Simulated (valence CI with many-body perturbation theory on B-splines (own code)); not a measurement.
The numbers below are computed, except where a source is named.
# V XI: configurations and terms from energies and g

Method: configuration interaction combined with many-body perturbation theory (CI+MBPT): three valence electrons over a frozen Dirac-Fock core [Ne], a basis of 11 s, 11 p, 9 d, 7 f, 5 g, 2 h, 1 i functions for each j, with the one-electron correlation potential Σ1, the two-electron term Σ2, the three-electron term Σ3, Breit, model QED; selected CI, second order for the rest, scaled by the run's own slope (own B-spline code, finite nucleus).

No measured spectrum was set against this ion. As an estimate, levels of excited configurations hold to 0.05 to 0.15 % of their energy, terms of the ground configuration to about 0.5 %.

```
No.    J  Parity  E (cm⁻¹)      g
  1  1/2     odd         0  0.665
  2  3/2     odd      9705  1.333
  3  1/2    even    176060  2.666
  4  3/2    even    179790  1.733
  5  5/2    even    184950  1.597
  6  3/2    even    233000  0.801
  7  5/2    even    233800  1.203
  8  1/2    even    289120  1.883
  9  1/2    even    307050  0.787
 10  3/2    even    312160  1.332
 11  3/2    even    376860  0.799
 12  5/2    even    377650  1.200
 15  3/2     odd    463830  1.982
 16  1/2     odd    505910  0.665
```

Energies count from the lowest level. Strongly mixed levels and levels close to another of their J and parity are left out, so the numbers can have gaps.

**Question.** Give configuration and LS term of each level.

**Answer.** 1: 3s²3p ²P°; 2: 3s²3p ²P°; 3: 3s3p² ⁴P; 4: 3s3p² ⁴P; 5: 3s3p² ⁴P; 6: 3s3p² ²D; 7: 3s3p² ²D; 8: 3s3p² ²S; 9: 3s3p² ²P; 10: 3s3p² ²P; 11: 3s²3d ²D; 12: 3s²3d ²D; 15: 3p³ ⁴S°; 16: 3p³ ²P°.
